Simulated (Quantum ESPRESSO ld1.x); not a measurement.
Results of a calculation; reference values are marked as such.
The nuclear charge of neutral holmium is varied continuously with 67 electrons held in [Xe] 4f11 6s2. Code: ld1.x of Quantum ESPRESSO 7.5. Model: scalar-relativistic Kohn-Sham, LDA (Slater exchange, Perdew-Wang correlation), spin-polarised, spherical densities, point nucleus; open shells are filled with parallel spins first. By the Hellmann-Feynman theorem dE/dZ = E(electron-nucleus)/Z, the electronic potential at the nucleus. The scalar-relativistic energy here is not variational (the density holds large components alone), so the two differ by a part that grows with Z.

Z,E (hartree),E(electron-nucleus)/Z (hartree),HOMO,e(HOMO) (eV),<r> HOMO (bohr)
66.9,-12561.958,-460.286,4f,-0.959,0.8947
67,-12608.329,-461.316,4f,-2.188,0.8783
67.1,-12654.804,-462.345,4f,-3.483,0.8645
67.2,-12701.384,-463.373,4f,-4.837,0.8522
67.3,-12748.069,-464.401,6s,-5.786,3.786
67.4,-12794.858,-465.428,6s,-6.457,3.714
67.5,-12841.751,-466.455,6s,-7.146,3.647
67.6,-12888.748,-467.482,6s,-7.853,3.583
67.7,-12935.850,-468.509,6s,-8.578,3.523
67.8,-12983.056,-469.536,6s,-9.320,3.466
67.9,-13030.367,-470.563,6s,-10.079,3.413
68,-13077.782,-471.590,6s,-10.854,3.361

The central difference of E at Z = 67 is -464.232 hartree, to compare with the third column; the second derivative is -10.5 hartree. No converged solution with all levels bound was reached at Z = 66.8.
